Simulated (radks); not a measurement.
Question: All-electron atom: Fe2.75+ in [Ar] 3d(up 2.75, down 2.5) (fractional occupations, a model configuration). Calculated with a radial shooting solver on a logarithmic mesh with Libxc functionals: non-relativistic Kohn-Sham, r2SCAN, spin-polarised, spherical densities, point nucleus; meta-GGA in the generalised Kohn-Sham scheme. Some entries of the table are withheld. Estimate them.

orbital  occ.  eigenvalue (Ry)  <r^2> (bohr^2)
1s down     1        -513.7611        0.004694
1s up       1        -513.7610        0.004694
2s up       1        -62.34739         0.08571
2s down     1        -62.33460         0.08568
2p up       3              (1)         0.06873
2p down     3              (2)         0.06870
3s up       1         -9.36937             (3)
3s down     1         -9.34206             (4)
3p up       3              (5)          0.8515
3p down     3              (6)          0.8525
3d up    2.75         -2.85784           1.262
3d down   2.5         -2.83155           1.270

Answer: 
(1) 2p up eigenvalue (Ry): -54.02091
(2) 2p down eigenvalue (Ry): -54.01131
(3) 3s up <r^2> (bohr^2): 0.7635
(4) 3s down <r^2> (bohr^2): 0.7641
(5) 3p up eigenvalue (Ry): -6.88341
(6) 3p down eigenvalue (Ry): -6.85619
